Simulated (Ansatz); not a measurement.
Species: C$_{6}$H$_{11}$ (charge 0, doublet). It need not be the lowest isomer of its formula. 
Geometry from a B3LYP-D3(BJ)/def2-TZVP (Ansatz, an electronic-structure program) optimisation:
SMILES: C(/[CH]C)(=C\C)C
```xyz
17

C      2.5545    -0.0114    -0.3156
C      1.2335    -0.6926    -0.1505
C      0.0067    -0.0628    -0.0009
C     -0.0899     1.4451     0.0039
C     -1.1564    -0.8090     0.1527
C     -2.5232    -0.2301     0.3124
H      3.3622    -0.7406    -0.3736
H      2.5982     0.5953    -1.2274
H      2.7814     0.6630     0.5171
H      1.2334    -1.7771    -0.1461
H     -0.8350     1.7927    -0.7147
H      0.8577     1.9179    -0.2432
H     -0.3994     1.8140     0.9854
H     -1.0655    -1.8893     0.1381
H     -2.8896     0.2227    -0.6183
H     -2.5511     0.5611     1.0681
H     -3.2438    -0.9941     0.6034
```
Charge 0, spin multiplicity 2.

Parts of the frozen-core correlation energy in STO-3G (Ansatz, hartree). Frozen orbitals: 6; correlated occupied orbitals by spin: 18 and 17; virtual: 17 and 18. UHF or UKS for open shells. No spin-orbit coupling. Non-relativistic.

| term | value |
|---|---|
| reference (HF) | -230.80141 |
| MP2 opposite-spin | … |
| MP2 same-spin | … |
| CCSD correlation | -0.38847 |
| (T) | … |
| T1 diagnostic | 0.025 |
| largest doubles amplitude | 0.169 |
| <S^2> of the reference | 1.068 |

Q: Complete the blanks.

A: 
- MP2 opposite-spin, value: -0.24473
- MP2 same-spin, value: -0.03591
- (T), value: -0.00359
